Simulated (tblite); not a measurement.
Scan of H₂Be, singlet: map of symmetric stretch and bend. Scanned: Be-H bond length and H-Be-H angle.

Cartesian coordinates as functions of the variables (Å; names that start with a are angles):
```
Be  0  0  0
H  r*sin(a/2)  0  r*cos(a/2)
H  -r*sin(a/2)  0  r*cos(a/2)
```

Level of theory: GFN2-xTB, 300 K electronic temperature run with tblite.

Energy in kJ/mol above the lowest grid point; x is the Be-H bond length (Å), y the H-Be-H angle (°).

```csv
y \ x,1.13,1.22,1.28,1.35,1.42,1.48,1.55,1.62,1.68,1.75,1.80
180,41.8,5.5,0.0,6.0,21.3,39.4,64.5,92.0,117.0,147.1,168.5
173,42.3,5.9,0.4,6.4,21.6,39.8,64.8,92.4,117.3,147.4,168.9
163,44.6,7.9,2.3,8.2,23.3,41.4,66.5,94.1,119.1,149.3,170.7
153,49.0,11.8,5.9,11.6,26.6,44.6,69.7,97.3,122.3,152.6,174.2
143,56.1,17.9,11.6,16.9,31.7,49.6,74.6,102.1,127.2,157.6,179.3
133,66.3,26.8,19.9,24.6,39.0,56.6,81.4,108.9,134.0,164.4,186.1
123,80.7,39.4,31.6,35.5,49.2,66.4,90.8,118.0,142.9,173.2,194.9
113,100.7,57.0,47.8,50.4,63.1,79.6,103.4,130.1,154.6,184.6,206.2
103,128.6,81.4,70.4,71.2,82.4,97.8,120.5,146.2,170.1,199.4,220.5
93,167.6,115.6,102.0,100.2,109.2,122.9,143.9,168.2,191.0,219.1,239.5
83,222.9,164.3,147.0,141.4,147.2,158.5,177.0,199.1,220.0,246.3,265.5
70,332.6,261.8,237.3,224.5,223.8,230.3,243.6,261.0,278.3,300.7,317.3
```

Points that lie below all their neighbours on the grid: x = 1.28, y = 180 on the edge of the grid (0.0 kJ/mol).
